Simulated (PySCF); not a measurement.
## Diatomics of Cl with group 12

r²SCAN with triple-zeta basis sets in PySCF, for the lowest determinant that a PBE0 search found; no spin–orbit coupling. De refers to high-spin ground-configuration atoms. A positive dipole means M(−)Cl(+).

```tsv
M	basis	state (unpaired electrons)	Re (Å)	ωe (cm⁻¹)	De (eV)	μ (D)
Zn	def2-TZVPP	doublet (σ ↑)	2.146	380	2.50	-2.57
Cd	x2c-TZVPPall	doublet (σ ↑)	2.356	316	2.16	-3.32
Hg	def2-TZVPP	doublet (σ ↑)	2.398	272	1.25	-2.74
```

The shortest bond is that of ZnCl (2.146 Å), the longest that of HgCl (2.398 Å). ZnCl is bound most strongly (2.50 eV) and HgCl least (1.25 eV).

The rows differ in basis set, which adds steps of its own.

Down a group the atoms grow and get heavier, so bonds lengthen and wavenumbers fall; this series shows no clear exception.

Spin–orbit coupling is left out, which matters for elements this heavy, above all for dissociation energies. States were picked by a PBE0 search and need not be the measured ground states.
